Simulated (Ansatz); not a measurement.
`[CH3][SbH][SiH3]` + H₂ → `[CH3][SbH2]` + SiH₄ at 400 K and 1 bar (hydrogenolysis of the Sb–Si bond).

Gas-phase electronic energies from Ansatz, PBE0-D4/def2-TZVP geometries. CCSD(T)/CBS adds triple-zeta CCSD(T) − MP2 to the extrapolated MP2 energy (def2 sets, frozen cores). This one scheme is used for every species. def2 core potentials past Kr. For Sb outer-core shells are correlated without core-valence functions, which leaves a few kJ/mol of doubt a bond.

| species | CCSD(T)/CBS energy (Eh) | H − E (kJ/mol) | S (J/(mol·K)) |
| --- | --- | --- | --- |
| `[CH3][SbH][SiH3]` | -571.34920 | 209.8 | 381.1 |
| H₂ | -1.17544 | 38.0 | 139.0 |
| `[CH3][SbH2]` | -281.05548 | 151.3 | 304.9 |
| SiH₄ | -291.46306 | 96.9 | 218.6 |

H − E and S are ideal-gas, rigid-rotor, harmonic terms from PBE0-D4/def2-TZVP, for one conformer and one mirror image of each species. The MP2-based limit puts H₂ 0.8 mEh under its directly extrapolated value; such offsets cancel only in part. 1 Eh = 2625.50 kJ/mol, R = 8.31446 J/(mol·K).

**Question.** By hand: ΔE, ΔH, ΔS and ΔG.

**Answer.** ΔE = (-281.05548) + (-291.46306) − (-571.34920) − (-1.17544) = 0.00610 Eh = 16.0 kJ/mol. Δ(H − E) = 151.3 + 96.9 − 209.8 − 38.0 = 0.4, so ΔH = 16.4 kJ/mol. ΔS = 304.9 + 218.6 − 381.1 − 139.0 = 3.4 J/(mol·K). ΔG = 16.4 − 400 × (3.4)/1000 = 15.0 kJ/mol.

**Question.** By hand: the equilibrium constant, and the temperature at which ΔG would vanish if ΔH and ΔS stayed fixed.

**Answer.** log₁₀ K = −ΔG/(RT ln 10) = -2.0. ΔG = 0 at ΔH/ΔS = 4824 K, far beyond where these terms or the molecules hold.

The number of gas molecules stays the same, so ΔS is small and ΔH decides. A doubt of 5 kJ/mol in ΔE shifts log₁₀ K by 0.7 here. Other conformers and mirror images would add mixing entropy, several J/(mol·K) or more a flexible species. These are equilibria of isolated gas molecules and say nothing of rates. Largest T1 diagnostic: 0.013 (customary marks: 0.02 for closed shells, 0.045 for open ones).
